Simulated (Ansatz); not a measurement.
Consider the ligand exchange at the Si–O bond: `BO[SiH2]N` + H₂S → `N[SiH2]S` + `BO`.

Isolated molecules relaxed with PBE0-D4/def2-TZVP in Ansatz; ΔE leaves out vibrations. CCSD(T)/CBS adds triple-zeta CCSD(T) − MP2 to the extrapolated MP2 energy (def2 sets, frozen cores). This one scheme is used for every species. DFT in def2-TZVPP. B3LYP here is the variant with VWN-RPA as its local correlation; programs differ in this. HSE06 is defined as in plane-wave codes. One conformer a species, not always the lowest.

```
             level  ΔE (kJ/mol)  difference from CCSD(T)/CBS
       LDA (SPW92)         30.9                        -10.0
            PBE-D4         25.7                        -15.2
         revPBE-D4         24.6                        -16.3
         r2SCAN-D4         36.0                         -4.9
            B97M-V         40.0                         -0.9
           PBE0-D4         29.7                        -11.2
          B3LYP-D4         42.0                          1.1
        r2SCAN0-D4         37.6                         -3.3
          HSE06-D4         29.4                        -11.5
      CAM-B3LYP-D4         47.5                          6.6
           ωB97X-V         40.2                         -0.7
           ωB97M-V         40.5                         -0.4
            B2PLYP         43.5                          2.6
          PBE-QIDH         36.0                         -4.9
               PBE         25.9                        -15.0
            revPBE         24.0                        -16.9
              BLYP         39.9                         -1.0
            r2SCAN         35.9                         -5.0
              PBE0         29.9                        -11.0
             B3LYP         42.6                          1.7
           r2SCANh         36.5                         -4.4
           r2SCAN0         37.5                         -3.4
             HSE06         29.6                        -11.3
             BHLYP         48.7                          7.8
         CAM-B3LYP         47.7                          6.8
           LC-ωPBE         35.5                         -5.4
RPA@PBE/def2-TZVPP         45.7                          4.8
       HF/def2-SVP         46.9                          6.0
     CCSD/def2-SVP         41.2                          0.3
  CCSD(T)/def2-SVP         40.0                         -0.9
    MP2/def2-TZVPP         41.1                          0.2
SCS-MP2/def2-TZVPP         45.6                          4.7
   CCSD/def2-TZVPP         46.0                          5.1
CCSD(T)/def2-TZVPP         43.5                          2.6
     HF/def2-QZVPP         57.7                         16.8
    MP2/def2-QZVPP         40.2                         -0.7
SCS-MP2/def2-QZVPP         44.5                          3.6
      HF/CBS(def2)         57.9                         17.0
     MP2/CBS(def2)         38.4                         -2.5
    CCSD/CBS(def2)         43.4                          2.5
       CCSD(T)/CBS         40.9                            0
```

Largest T1 diagnostic among the species: 0.014.

From PBE to PBE0 (25 % exact exchange), in def2-TZVPP and without D4, ΔE moves by +4.0 kJ/mol. In def2-TZVPP, CCSD(T) changes the Hartree–Fock value by −12.3 kJ/mol (the triples alone add −2.5 kJ/mol) and MP2 by −14.7 kJ/mol.
